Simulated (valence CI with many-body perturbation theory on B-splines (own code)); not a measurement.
# Which ion has this spectrum?

A relativistic CI+MBPT calculation for an atom or ion with 21 electrons gives these levels (cm⁻¹):

```tsv
J	Parity	E	g
3/2	even	0	0.69
5/2	even	287533	1.05
3/2	even	334485	1.19
7/2	even	355476	1.05
9/2	even	360196	1.05
1/2	even	370351	1.84
5/2	even	520596	1.30
7/2	even	639221	1.10
9/2	even	668506	1.13
3/2	even	704449	1.12
1/2	even	724362	1.48
11/2	even	737269	1.08
5/2	even	743899	1.24
5/2	even	792504	1.11
```

The energies are calculated, and their last digits are not significant.

(1) Which is it?
A. Tb44+
B. Tm48+
C. Dy45+
D. Er47+

Results:

(1) C. Dy45+, ground level (3d3/2^3) J=3/2.
